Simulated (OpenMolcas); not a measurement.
Tc4+ among 6 point charges of -1.7 e arranged as a trigonal prism (D3h), 1.79 Å from the ion, with a polar angle of 52.0° against the regular 49.1°.

```
Program             : OpenMolcas 26.06
Method              : CASSCF
Basis               : ANO-RCC-VDZP [6s5p3d1f]
Scalar Hamiltonian  : DKH2, point nucleus
Active space        : 3 electrons in 5 orbitals (4d)
State averaging     : 2S+1 = 4 even, 10 roots; 2S+1 = 2 even, 40 roots
Spin-orbit coupling : state interaction with AMFI integrals over the reference wave functions
```

What is the spin-free ground state (labels of D3, the rotations of D3h)?

4A2, 1-fold in its orbital part, 93 % from free-ion F terms; it has the highest spin that d3 allows.

Where is the first state of the same spin?

4E at 7250 cm-1 above the ground state.

What are the lowest two levels with spin-orbit coupling?

A 2-fold level E1/2 with g = 1.99, 2.91, 2.91, then a 2-fold level E3/2 304.7 cm-1 above it. Their leading multiplicities are 4 (99 %) and 4 (100 %).

What is χT at 300 K, and how does it compare with the textbook value?

The lowest level has 2S+1 = 4, for which the spin-only value is χT = S(S+1) / 2 = 1.875 cm3 K/mol (g = 2). The computed 1.143 at 300 K differs by -0.732, through orbital momentum, spin-orbit coupling and any other state in reach.

Without dynamic correlation the repulsion within the d shell is too large (B by tens of per cent), so at a given field states of lower spin stand too high. This is an electrostatic model: the charges have no orbitals. No measured value stands beside these numbers.
